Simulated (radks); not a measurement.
Species: the fluorine ion F3+. Configuration: [He] 2s2 2p2 (the NIST ground configuration). Method: scalar-relativistic Kohn-Sham, PBE, spin-unpolarised, spherical densities, point nucleus; computed with a radial shooting solver on a logarithmic mesh with Libxc functionals.

Unscreened Slater integrals over Kohn-Sham orbitals (hartree).

\begin{tabular}{lr}
integral & value \\ \hline
F0(2p,2p) & 1.1050 \\
F2(2p,2p) & 0.51436 \\
F0(2p,2s) & 1.0614 \\
G1(2p,2s) & 0.64011 \\
F0(2p,1s) & 1.5420 \\
G1(2p,1s) & 0.20392 \\
F0(2s,2s) & 1.0330 \\
F0(2s,1s) & 1.4538 \\
G0(2s,1s) & 0.11926 \\
F0(1s,1s) & 5.3520 \\
\end{tabular}

Derived for the open shells (J is the average intra-shell exchange parameter used in DFT+U). 2p: J = F2/5 = 0.1029 hartree; in LS coupling 1D lies 6 F2/25 = 0.1234 hartree above 3P.
